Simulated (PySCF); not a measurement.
Ligand exchange on a metal centre used in film growth or etching (Zn OH-H). Gas-phase values, no solvent. One relaxed conformer stands for each flexible species; it need not be the lowest.

The charge on the central atom (meta-Löwdin) from two functionals at the same geometries (PBE-D3(BJ)/def2-SVP), both in PySCF: PBE-D3(BJ)/def2-TZVP and TPSSh-D3(BJ)/def2-TZVP. 

| species | TPSSh-D3(BJ)/def2-TZVP (e) |
|---|---|
| 0 of 2 OH replaced by H ([Zn(OH)2]) | 1.28 |
| 1 of 2 OH replaced by H ([Zn(OH)(H)]) | 1.05 |
| 2 of 2 OH replaced by H ([Zn(H)2]) | 0.88 |

**Question.** What does PBE-D3(BJ)/def2-TZVP give for each?

**Answer.** 
- 0 of 2 OH replaced by H ([Zn(OH)2]): 1.23
- 1 of 2 OH replaced by H ([Zn(OH)(H)]): 1.00
- 2 of 2 OH replaced by H ([Zn(H)2]): 0.83
Over these rows, drawn at random from the members with no instability flagged (it was tested for open shells, ions and some series alone), PBE minus TPSSh-D3(BJ): mean -0.05 e, from -0.05 e to -0.05 e.
